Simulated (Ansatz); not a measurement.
**Strength of the Ge–C bond: GeH(CH3)2(CN) → GeH(CH3)2 + CN**

Species: GeH(CH3)2(CN), singlet; GeH(CH3)2, doublet; CN, doublet. 

Shapes, held fixed at every level: PBE0-D4/def2-TZVP. Programs: Ansatz 0.2.0. The zero-point and thermal change to 298 K, harmonic and unscaled (PBE0-D4/def2-TZVP), is -10.3 kJ/mol.

| level | kind | ΔH(298 K) (kJ/mol) | CPU time (sum over the molecules) |
| --- | --- | --- | --- |
| HF/def2-SVP | Hartree–Fock | +396.8 | – |
| HF/def2-TZVPP | Hartree–Fock | +398.5 | – |
| PBE-D4/def2-TZVPP | GGA | +471.2 | 23 s |
| r2SCAN-D4/def2-TZVPP | meta-GGA | +470.6 | 45 s |
| B3LYP-D4/def2-TZVPP | global hybrid | +481.8 | 39 s |
| BHLYP-D4/def2-TZVPP | global hybrid | +499.3 | 31 s |
| PBE0-D4/def2-TZVPP | global hybrid | +489.4 | 28 s |
| B2PLYP/def2-TZVPP | double hybrid | +485.0 | 46 s |

B2PLYP/def2-TZVPP gives ΔH(298 K) = +485.0 kJ/mol; the levels span +396.8 to +499.3. The median of the levels is +476.5. Hartree–Fock misses the correlation of the pair that is broken and comes out low. No measured value is set beside it here. Spin contamination: CN (⟨S²⟩ up to 1.11). Open shells run unrestricted unless RO is named. Relativity is left out for Ge unless named. Correlated rows may include outer-core shells of Ge, which these sets cover unevenly. Times are processor times on shared x86 and Arm servers, and rough.
